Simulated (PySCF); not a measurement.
Species: 6-chloro-2-hydroxypyridine, C5H4ClNO.
Geometry (PBE0-D3(BJ)/def2-TZVP, Å), atoms numbered from 1 in this order:
```xyz
12
C5H4ClNO angstrom
O     -1.5116   -1.4586   -1.4040
C     -0.7047   -0.7005   -0.6512
C     -0.5955    0.6596   -0.9291
C      0.2493    1.3999   -0.1283
C      0.9460    0.7903    0.9072
C      0.7455   -0.5676    1.0765
Cl     1.5822   -1.3914    2.3460
N     -0.0506   -1.3026    0.3278
H     -1.4495   -2.3581   -1.0572
H     -1.1565    1.0952   -1.7443
H      0.3697    2.4624   -0.3051
H      1.6150    1.3375    1.5552
```

All values: wB97X-D/pcSseg-2 (PySCF, non-relativistic), on one gas-phase PBE0-D3(BJ)/def2-TZVP geometry that isn't relaxed in the solvent. The solvent is an IEF-PCM continuum (cavity from Bondi-type radii × 1.2). Only the electrostatic response of the medium enters.

Gas phase at wB97X-D/pcSseg-2: HOMO -8.83 eV, LUMO 0.64 eV, dipole 1.96 D.

Problem. What does the continuum do to the energy, the frontier levels and the dipole at wB97X-D/pcSseg-2 in chloroform?

Solution. 
```csv
solvent,ε,E(solvent) − E(gas) (kcal/mol),polarisation term (kcal/mol),distortion of the solute (kcal/mol),HOMO (eV),LUMO (eV),dipole (D)
chloroform,4.711,-4.20,-4.61,0.41,-8.77,0.71,2.55
```

The first energy column is the sum of the next two and covers electrostatics alone.

Problem. Which radius a makes the point-dipole formula ΔE = −[(ε − 1)/(2ε + 1)]·μ²/a³ give the value in chloroform, with the gas-phase dipole?

Solution. μ = 0.772 au and |ΔE| = 0.00669 Eh give a = 1.68 Å; the farthest nucleus lies 3.15 Å from the centroid of the nuclei, so such a sphere wouldn't even hold the nuclei. The formula assumes a rigid point dipole at the centre of a sphere.

Problem. Give the dipole vector in the frame of the coordinates (D, pointing from negative to positive charge), gas and chloroform.

Solution. Gas (-0.26, 1.75, -0.85), solvent (-0.32, 2.29, -1.08). Its length changes by +30 % and its direction by less than 1°.

Note: wB97X-D ran without an empirical dispersion term, which enters the total energy and its gradient alone.
